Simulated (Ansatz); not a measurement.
Conformers of C₄H₈O₃ (`COCOC(C)=O`), each relaxed with PBE0-D4/def2-TZVP in Ansatz. CBS adds the triple-zeta coupled-cluster correction to the MP2 limit.

Not all of them had a frequency check.

Conformer A:

Cartesian coordinates in Å:
```
C -1.883 -1.098 -0.399
O -1.865 -0.320 0.780
C -0.629 -0.191 1.364
O 0.199 0.743 0.662
C 1.164 0.253 -0.141
C 1.923 1.370 -0.788
O 1.378 -0.917 -0.305
H -1.377 -0.589 -1.226
H -1.403 -2.069 -0.240
H -2.930 -1.245 -0.662
H -0.785 0.249 2.348
H -0.097 -1.146 1.424
H 1.236 2.010 -1.345
H 2.680 0.961 -1.452
H 2.391 1.989 -0.021
```

Conformer B:

Z-matrix (Å, degrees):
```
C
O 1 1.410
H 1 1.094 2 111.6
H 1 1.098 2 111.0 3 121.6
H 1 1.089 2 107.0 3 -119.4
C 2 1.375 1 113.9 3 -65.0
O 6 1.428 2 111.9 1 68.8
H 6 1.096 2 111.8 1 -47.8
H 6 1.088 2 107.4 1 -171.0
C 7 1.352 6 116.6 2 89.4
C 10 1.497 7 110.5 6 -175.4
O 10 1.198 7 124.0 6 4.8
H 11 1.091 10 110.3 7 -51.4
H 11 1.092 10 109.3 7 66.4
H 11 1.087 10 109.6 7 -173.3
```

Task: Which is lowest in electronic energy at CCSD(T)/CBS (frozen core, def2 sets), and by how much? (Estimate.)

Result: Computed: A; B lies 0.8 kJ/mol higher. Gaps under about 2 kJ/mol don't settle the order.

Task: Give the energies relative to A (kJ/mol) with r2SCAN-D4/def2-TZVPP, ωB97M-V/def2-TZVPP, r2SCAN/def2-TZVPP, HF/def2-TZVPP, SCS-MP2/def2-TZVPP, MP2/def2-QZVPP, SCS-MP2/def2-QZVPP. (An estimate is asked.)

Result: The calculation gave: 
```csv
level,B
r2SCAN-D4/def2-TZVPP,0.8
ωB97M-V/def2-TZVPP,0.7
r2SCAN/def2-TZVPP,0.6
HF/def2-TZVPP,-1.8
SCS-MP2/def2-TZVPP,-0.2
MP2/def2-QZVPP,0.5
SCS-MP2/def2-QZVPP,0.0
```
